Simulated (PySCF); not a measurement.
Vertical excitations of a molecule C4H4Cl2 from TDA-PBE0/def2-SVPD (PySCF 2.14.0), as energy in eV (oscillator strength): 6.21 (0.001), 6.63 (0.021), 6.68 (0.411), 6.95 (0.000), 7.11 (0.000), 7.31 (0.000), 7.42 (0.000), 7.54 (0.001), 7.80 (0.005), 8.11 (0.012). Lowest triplet (TDA): 3.94 eV. Coordinates come from a B3LYP-D3(BJ)/def2-SVP optimisation. One conformer was computed; it need not be the lowest.

**Question.** Identify the compound among the candidates.
A) C=C(Cl)/C=C\Cl
B) ClC=C=CCCl
C) C=CC=C(Cl)Cl
D) ClC1=C(Cl)CC1

**Answer.** D, ClC1=C(Cl)CC1
